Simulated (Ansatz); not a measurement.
Born–Oppenheimer molecular dynamics of CH$_{11}$NSi$_{3}$ (16 atoms, charge 0, multiplicity 1). It goes on from the last frame of an earlier run, with new velocities.

Level of theory: RKS PBE-D4/STO-3G in Ansatz.

```yaml
ensemble: NVT, Nosé–Hoover chain
time_step: 1 fs
steps_asked: 150
set_temperature: 200 K
thermostat: time constant 100 fs, chain length 3 (defaults)
temperature_schedule: 37 steps to 200 K, then 113 steps to 50 K
seed: 700925
```

First frame:

```xyz
16
Properties=species:S:1:pos:R:3
Si -0.165 2.431 0.007
N 0.427 0.869 0.660
C 0.283 -0.337 -0.285
Si 1.824 -1.540 0.030
Si -1.304 -1.379 -0.388
H 0.207 3.250 1.100
H 0.718 2.906 -1.139
H -1.607 2.464 -0.284
H 0.024 0.773 1.649
H 0.539 0.152 -1.282
H 1.884 -2.611 -0.958
H 1.633 -2.116 1.354
H 3.099 -0.782 -0.047
H -1.600 -2.030 -1.689
H -2.409 -0.541 -0.132
H -1.282 -2.463 0.624
```

Task: How far do the bonds stretch over the last three quarters of this one trajectory? (Pairs bonded in most of those frames.)

Result: 
| bond | mean (Å) | spread (Å) | shortest | longest |
| --- | --- | --- | --- | --- |
| Si1–N2 | 1.792 | 0.027 | 1.73 | 1.85 |
| Si1–H6 | 1.462 | 0.039 | 1.40 | 1.52 |
| Si1–H7 | 1.461 | 0.042 | 1.39 | 1.53 |
| Si1–H8 | 1.469 | 0.022 | 1.43 | 1.51 |
| N2–C3 | 1.533 | 0.022 | 1.50 | 1.57 |
| N2–H9 | 1.063 | 0.012 | 1.04 | 1.09 |
| C3–Si4 | 1.906 | 0.022 | 1.86 | 1.95 |
| C3–Si5 | 1.921 | 0.031 | 1.86 | 1.99 |
| C3–H10 | 1.114 | 0.030 | 1.07 | 1.16 |
| Si4–H11 | 1.458 | 0.004 | 1.45 | 1.47 |
| Si4–H12 | 1.455 | 0.007 | 1.44 | 1.47 |
| Si4–H13 | 1.456 | 0.019 | 1.43 | 1.49 |
| Si5–H14 | 1.460 | 0.033 | 1.41 | 1.51 |
| Si5–H15 | 1.460 | 0.038 | 1.40 | 1.52 |
| Si5–H16 | 1.458 | 0.021 | 1.42 | 1.49 |

Mean temperature of the second half: 216 K. The conserved energy stayed within 0.62 meV per atom of its start (net change -0.54 meV per atom), so the integration is sound. The schedule's set-point averaged 100 K over the second half and the system 216 K, so it lags behind the ramp. A run of 0.15 ps of so small a system gives no equilibrium averages. Limits of this set-up: minimal basis.

Run time: 7.1 min on 1 CPU thread of a shared host.
